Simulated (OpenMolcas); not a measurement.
Er2+ among 6 point charges of -2 e arranged as an octahedron (Oh).

```
Program             : OpenMolcas 26.06
Method              : CASSCF
Basis               : ANO-RCC-VDZP [7s6p4d2f1g]
Scalar Hamiltonian  : DKH2, point nucleus
Active space        : 12 electrons in 7 orbitals (4f)
State averaging     : 2S+1 = 3 even, 21 roots; 2S+1 = 1 even, 27 roots kept (CI in the orbitals of an earlier block)
Spin-orbit coupling : RASSI with atomic mean-field integrals over the reference wave functions
```

All point charges move together. At R = 2.43 Å the width of the lowest J multiplet is 353 cm-1, and at R = 2.78 Å it is 219 cm-1.

Q: A third run gives 266 cm-1. What distance was it run at?

A: With a power law R^-n the two known points give n = -ln(219 / 353) / ln(2.78 / 2.43) = 3.55. Then R = 2.43 × (353 / 266)^(1/3.55) = 2.632 Å. The run was at 2.66 Å, so the estimate is off by -0.028 Å.

Point charges carry no covalency, so the field is a model and not that of real ligands. No measured value stands beside these numbers.
